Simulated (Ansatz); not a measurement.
Geometry optimisation of GaCl2I (GaICl2).

```yaml
crystal:
  periodic: [false, false, false]
  atoms:
    - {symbol: Ga, position_ang: [0.067820, 0.116620, 0.000920]}
    - {symbol: Cl, position_ang: [2.145590, 0.025040, 0.011490]}
    - {symbol: Cl, position_ang: [-1.004360, 1.896650, -0.018230]}
    - {symbol: I, position_ang: [-1.209040, -2.038310, 0.005820]}
basis:
  gaussian: {orbitals: def2-SVP}
hamiltonian: {xc: pbe0, dispersion: d4}
scf: {omitted_lower_state_checks: [starts]}
output: {orbitals: {seedname: orbitals}}
relax: {f_tol: 0.02, max_steps: 100}
```

```sh
$ ansatz run in.yaml --threads 4 --pin off --events-out ev --progress --plain --max-ram 3916MiB
```

Shortened log:

```
Functional definition: PBE0
mean field -85499.39971290 eV, -3142.0449858744 hartree, gradient 4.2e-5 eV, S^2 0.000000; 0 other end points of the search recorded, 0 dependent functions left out
relax step   1: F+E_penalty+E_count = -85499.55461353 eV  Δ(F+E_penalty+E_count) = +0.000e0 eV  max|allowed force component| = 1.306e0 eV/Å  Δτ_max = 0.0000 Å  (24 SCF iters, accepted)
mean field -85499.46467278 eV, -3142.0473731060 hartree, gradient 2.1e-5 eV, S^2 0.000000; 0 other end points of the search recorded, 0 dependent functions left out
relax step   2: F+E_penalty+E_count = -85499.61875997 eV  Δ(F+E_penalty+E_count) = -6.415e-2 eV  max|allowed force component| = 1.802e-1 eV/Å  Δτ_max = 0.0613 Å  (29 SCF iters, accepted)
mean field -85499.46798893 eV, -3142.0474949721 hartree, gradient 2.3e-5 eV, S^2 0.000000; 0 other end points of the search recorded, 0 dependent functions left out
relax step   3: F+E_penalty+E_count = -85499.62116020 eV  Δ(F+E_penalty+E_count) = -2.400e-3 eV  max|allowed force component| = 5.951e-2 eV/Å  Δτ_max = 0.0358 Å  (31 SCF iters, accepted)
mean field -85499.46839649 eV, -3142.0475099499 hartree, gradient 2.4e-5 eV, S^2 0.000000; 0 other end points of the search recorded, 0 dependent functions left out
relax step   4: F+E_penalty+E_count = -85499.62181445 eV  Δ(F+E_penalty+E_count) = -6.543e-4 eV  max|allowed force component| = 4.250e-3 eV/Å  Δτ_max = 0.0124 Å  (30 SCF iters, accepted)
mean field -85499.46839649 eV, -3142.0475099499 hartree, gradient 2.4e-5 eV, S^2 0.000000; 0 other end points of the search recorded, 0 dependent functions left out
Total energy: -85499.62183802 eV, -3142.0531488222 hartree
Atom 0 at     0.032614     0.054920    -0.000163 Å, force    -0.000657    -0.001122    -0.000011 eV/Å
Atom 1 at     2.161291     0.069710     0.011729 Å, force    -0.004171     0.000336    -0.000021 eV/Å
Atom 2 at    -0.973453     1.930855    -0.017838 Å, force     0.002289    -0.003464     0.000040 eV/Å
Atom 3 at    -1.220442    -2.055486     0.006272 Å, force     0.002539     0.004250    -0.000009 eV/Å
Dipole moment:    -0.094516    -0.159188     0.000489 e Å
Checks for a lower state left out: starts
```

It took 10 s on 4 threads of Arm Neoverse V1 on a shared host.

In the def2 sets I takes a core potential; there is no spin–orbit coupling.
